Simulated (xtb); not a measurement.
HSSi, charge +1, singlet, at a GFN2-xTB geometry; xtb with GFN0-xTB.

Input for xtb:
```
$ xtb mol.xyz --gfn 0 --chrg 1 --acc 0.1 --json

# file mol.xyz
3

Si     1.02786580    -0.53374027    -0.01003020
S     -0.79987047     0.50345971     0.01180767
H     -1.59219374    -0.58299159    -0.04849990
```

What the program printed (banner, timings and long lists left out):

```
   ID    Z sym.   atoms
    1   14 Si     1
    2   16 S      2
    3    1 H      3

           -------------------------------------------------
          |                Calculation Setup                |
           -------------------------------------------------

           -------------------------------------------------
          |                 G F N 0 - x T B                 |
           -------------------------------------------------

          ...................................................
          :                      SETUP                      :
          :.................................................:
          :  # basis functions                  22          :
          :  # atomic orbitals                  20          :
          :  # shells                            8          :
          :  # electrons                        10          :
          :  electronic temp.          300.0000000     K    :
          :  accuracy                    0.1000000          :
          :  -> integral cutoff          0.3500000E+02      :
          :  -> integral neglect         0.1000000E-08      :
          ...................................................

         :::::::::::::::::::::::::::::::::::::::::::::::::::::
         ::                     SUMMARY                     ::
         :::::::::::::::::::::::::::::::::::::::::::::::::::::
         :: total energy              -3.792510903645 Eh    ::
         :: gradient norm              0.009030165630 Eh/a0 ::
         :: HOMO-LUMO gap              1.982861618855 eV    ::
         ::.................................................::
         :: H0 energy                 -5.159571206737 Eh    ::
         :: repulsion energy           0.023533222240 Eh    ::
         :: electrostat energy         1.343909808856 Eh    ::
         :: -> Gsolv                   0.000000000000 Eh    ::
         ::    -> Gsasa                0.000000000000 Eh    ::
         ::    -> Gshift               0.000000000000 Eh    ::
         :: dispersion energy         -0.000382728003 Eh    ::
         :: short-range corr.          0.000000000000 Eh    ::
         :: add. restraining           0.000000000000 Eh    ::
         :: total charge               1.000000000000 e     ::
         :::::::::::::::::::::::::::::::::::::::::::::::::::::

           -------------------------------------------------
          |                Property Printout                |
[...]
         7                         -0.3112140              -8.4686
         8                         -0.2281010              -6.2069
         9                         -0.1851696              -5.0387
        10                         -0.1070055              -2.9118
        11                         -0.1051106              -2.8602
        12                         -0.0914220              -2.4877
        13                         -0.0619493              -1.6857
        14                         -0.0471017              -1.2817
        15                         -0.0202992              -0.5524
        16                         -0.0027060              -0.0736
       ...                                ...                  ...
        20                          0.7697370              20.9456
      -------------------------------------------------------------
                  HL-Gap            0.0728688 Eh            1.9829 eV
             Fermi-level            0.0000000 Eh            0.0000 eV

     #   Z          covCN         q      C6AA      α(0)
     1  14 Si       0.879     0.680   228.918    32.344
     2  16 S        1.800     0.107   134.282    19.538
     3   1 H        0.922     0.213     1.037     1.592

 Mol. C6AA /au·bohr⁶  :        759.367657
 Mol. C8AA /au·bohr⁸  :      44651.918540
 Mol. α(0) /au        :         53.475161

Wiberg/Mayer (AO) data.
largest (>0.10) Wiberg bond orders for each atom

 ---------------------------------------------------------------------------
     #   Z sym  total        # sym  WBO       # sym  WBO       # sym  WBO
 ---------------------------------------------------------------------------
     1  14 Si   1.377 --     2 S    1.323
     2  16 S    2.242 --     1 Si   1.323     3 H    0.919
     3   1 H    0.974 --     2 S    0.919
 ---------------------------------------------------------------------------

Topologies differ in total number of bonds
Writing topology from bond orders to xtbtopo.mol

 dipole moment from electron density (au)
     X       Y       Z
   1.8031  -1.5008  -0.0432  total (Debye):    5.964

           -------------------------------------------------
          | TOTAL ENERGY               -3.792510903645 Eh   |
          | GRADIENT NORM               0.009030165630 Eh/α |
          | HOMO-LUMO GAP               1.982861618855 eV   |
           -------------------------------------------------

normal termination of xtb
```
